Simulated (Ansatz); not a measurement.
The cluster Pt4 (the lowest singlet isomer of a short search) was relaxed with PBE0-D4 (def2-SVP) in Ansatz in these states: neutral quintet, neutral triplet. The geometries follow in no particular order.

In the def2 sets Pt takes a core potential; there is no spin–orbit coupling.

A:

```xyz
4

Pt   -0.592    1.270   -0.560
Pt   -1.055   -1.144   -1.247
Pt    1.054    1.143    1.248
Pt    0.593   -1.269    0.559
```

B:

```tsv
atom	x (Å)	y (Å)	z (Å)
Pt1	-1.336	-0.739	0.794
Pt2	0.816	0.299	1.485
Pt3	-0.318	-0.829	-1.474
Pt4	0.838	1.269	-0.805
```

**Question.** Judge from the bond lengths which geometry belongs to which state (an estimate).

**Answer.** A is the neutral quintet (Pt3–Pt4 2.551 Å, Pt1–Pt2 2.551 Å, Pt2–Pt4 2.449 Å); B is the neutral triplet (Pt3–Pt4 2.488 Å, Pt1–Pt2 2.488 Å, Pt2–Pt4 2.488 Å).

At PBE0-D4/def2-SVP the charge 0 triplet is spin-contaminated (final ⟨S²⟩ up to 2.26, 2.00 for a pure state). At PBE0-D4/def2-TZVP a broken-symmetry singlet lies 0.33 eV below the neutral quintet. At PBE0-D4/def2-TZVP a broken-symmetry singlet lies 0.36 eV below the neutral triplet. These are the stationary points nearest to one start from a short search; other shapes may lie lower in each state.
